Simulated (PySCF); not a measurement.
Structure problem from calculated spectra and properties.

Formula: C6H9OP.

| Quantity | Value |
| --- | --- |
| UV, strongest line | among the 8 lowest singlet transitions: S2 at 4.44 eV (279 nm, f = 0.362) [TDDFT CAM-B3LYP/def2-SVPD] |
| 1H NMR | chemical shifts (computed TMS as zero) by class: 9.85 (1 H), 7.19 (1 H), 5.74 (1 H), 5.71 (1 H), 3.15 (2 H), 2.18 (3 H) ppm [GIAO PBE0/pcSseg-1] |
| Rotational structure | rotational constants A, B, C: 2.960, 0.950, 0.815 GHz [GFN2-xTB] |
| 13C NMR | chemical shifts (computed TMS as zero) by class: 209.9 (1 C), 205.5 (1 C), 146.2 (1 C), 130.4 (1 C), 48.1 (1 C), 35.0 (1 C) ppm [GIAO PBE0/pcSseg-1] |
| UV, first state | lowest singlet excitation: 4.13 eV (300 nm, f = 0.117) [TDDFT CAM-B3LYP/def2-SVPD] |
| Dipole | 1.73 D [CAM-B3LYP/def2-SVPD] |

Gas-phase values; electronic properties from PySCF, density fitting. Levels stand in brackets. The structure is a single GFN2-xTB conformer in the gas phase; no vibrational or solvent corrections. NMR classes are plain means over equivalent atoms (diastereotopic ones count apart unless rotation or inversion swaps them), as if these changed places fast.

Question: Propose a structure and show how it fits.

Answer: Numbering: `[CH2:1]=[CH:2]/[CH:3]=[P:4]/[CH2:5][C:6]([CH3:7])=[O:8]`. 6 carbons fall into 6 classes; from least to most shielded: carbon bonded to C, P and H [C3] (209.9 ppm), ketone carbonyl carbon [C6] (205.5 ppm), alkene CH carbon [C2] (146.2 ppm), terminal =CH2 carbon [C1] (130.4 ppm), sp3 carbon bound to phosphorus [C5] (48.1 ppm), methyl carbon next to a carbonyl [C7] (35.0 ppm). Hydrogen classes from least to most shielded: 1 H on a carbon bonded to C, P and H, C3 (9.85 ppm), 1 H on an alkene CH carbon, C2 (7.19 ppm), 1 H on a terminal =CH2 carbon, C1 (5.74 ppm), 1 H on a terminal =CH2 carbon, C1 (5.71 ppm), 2 H on an sp3 carbon bound to phosphorus, C5 (3.15 ppm), 3 H on a methyl carbon next to a carbonyl, C7 (2.18 ppm). The optimised geometry has point group C1 and is an asymmetric top. Structure: `C(=P\CC(=O)C)/C=C`. Computed isomers that give other values at the same levels: `C=CC1=C(C)P1CO` (13C chemical shifts (computed TMS as zero) by class: 141.1 (1 C), 134.2 (1 C), 130.2 (1 C), 128.7 (1 C), 82.8 (1 C), 18.0 (1 C) ppm); `COc1c[pH]c(C)c1` (13C chemical shifts (computed TMS as zero) by class: 173.9 (1 C), 159.1 (1 C), 139.8 (1 C), 91.6 (1 C), 57.1 (1 C), 21.6 (1 C) ppm); `CC1=C[P@]1(=O)C1CC1` (13C chemical shifts (computed TMS as zero) by class: 185.9 (1 C), 163.7 (1 C), 19.5 (1 C), 13.6 (1 C), 4.3 (1 C), 3.9 (1 C) ppm). The assignments are read from this structure; whether some other isomer fits the data as well wasn't checked.

Conformer computed: `[CH2:1]=[CH:2]/[CH:3]=[P:4]/[CH2:5][C:6]([CH3:7])=[O:8]`: C1–C2–C3–P4 180°, C3–P4–C5–C6 64°, P4–C5–C6–C7 82°.
